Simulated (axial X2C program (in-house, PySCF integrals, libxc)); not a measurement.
**What spin–orbit coupling does to CaMn**

Computed with an in-house all-electron X2C program for linear molecules (integrals from PySCF). Spin-free means the one-electron spin-free X2C Hamiltonian; two-component (2c) means X2C with spin–orbit coupling and atomic mean-field two-electron Coulomb and Gaunt terms, so the difference of the two also holds small scalar two-electron terms. Basis: Mn dyall-cv3z [9s10p6d3f2g], Ca dyall-cv3z [11s12p6d4f] (cores contracted in-house); Gaussian nuclei, density fitting, unrestricted open shells. Masses: Mn 54.938 u, Ca 39.963 u.

Spin-free state: M_S = 5/2, Λ = 0 (beyond evenly filled blocks: σα, π+α, π-α, δ+α, δ-α); fragments Mn + Ca.

| level | Re (Å) | ωe (cm⁻¹) | De (eV) | μ (D) |
| --- | --- | --- | --- | --- |
| PBE0 | 3.770 | 77.4 | 0.182 | 0.08 |
| TPSS | 3.443 | 98.0 | 0.354 | 0.76 |

Dipoles are positive if Ca is the positive end.

Two-component determinant lowest at the distance of the search:

Ω = 5/2 (⟨Sz⟩ = 2.50, ⟨Lz⟩ = 0.00 at PBE0); fragments Mn + Ca.

```csv
level,Re (Å),ωe (cm⁻¹),De (eV),μ (D)
PBE0,3.771,77.3,0.182,0.08
TPSS,3.442,98.0,0.355,0.77
```

(1) From the two tables, how do the constants change at the PBE0 level (2c against spin-free)?

The state is one determinant whose occupation by symmetry is held fixed; it was picked as the lowest of a PBE0 search that is not exhaustive. De is counted from the lowest determinant-based energies of the atoms at the same level, without counterpoise correction. Density functionals use the spin component along the axis (collinear). With several unpaired electrons one determinant need not be a pure state. This is the top spin component of a Σ state; components of lower Ω are not single determinants and can lie lower. Under one Hamiltonian the search converged a single determinant, so lower ones may well exist.

Answers

(1) At the PBE0 level Re increases by 0.001 Å and ωe is unchanged to within 0.2 cm⁻¹; De changes by 0.000 eV.
